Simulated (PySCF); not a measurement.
## Radial density of Br(29+) (bromine, charge +29)

UHF, [He] 2s2 2p2, high-spin 3P determinant. All numbers are calculated (PySCF 2.14, the spin-free X2C one-electron Hamiltonian (Gaussian nucleus), in an even-tempered Gaussian basis (19 s from 8.7 bohr⁻², ratio 2.2; 12 p from 11 bohr⁻², ratio 2.2; 6 d from 46 bohr⁻², ratio 2.4; 5 f from 69 bohr⁻², ratio 2.4; 4 g from 100 bohr⁻², ratio 2.4)).

| r (bohr) | 4πr²ρ (e/bohr) | 4πr²(ρα − ρβ) |
| --- | --- | --- |
| 0.000605 | 0.2405 | 0.0000 |
| 0.00102 | 0.6000 | 0.0000 |
| 0.00171 | 1.473 | 0.0001 |
| 0.00288 | 3.509 | 0.0004 |
| 0.00485 | 7.953 | 0.0024 |
| 0.00815 | 16.52 | 0.0149 |
| 0.0137 | 29.53 | 0.0901 |
| 0.0231 | 40.83 | 0.4885 |
| 0.0388 | 37.10 | 2.1777 |
| 0.0652 | 21.88 | 6.9250 |
| 0.110 | 22.81 | 12.4317 |
| 0.185 | 19.76 | 8.5080 |
| 0.310 | 3.143 | 1.1524 |
| 0.522 | 0.02965 | 0.0102 |

Densities and radii are taken from the X2C orbitals without a picture-change correction, which distorts them close to the nucleus.

Spin-orbit coupling is strong in this species (close to jj coupling), so the high-spin LS determinant is a model state, not a physical level.
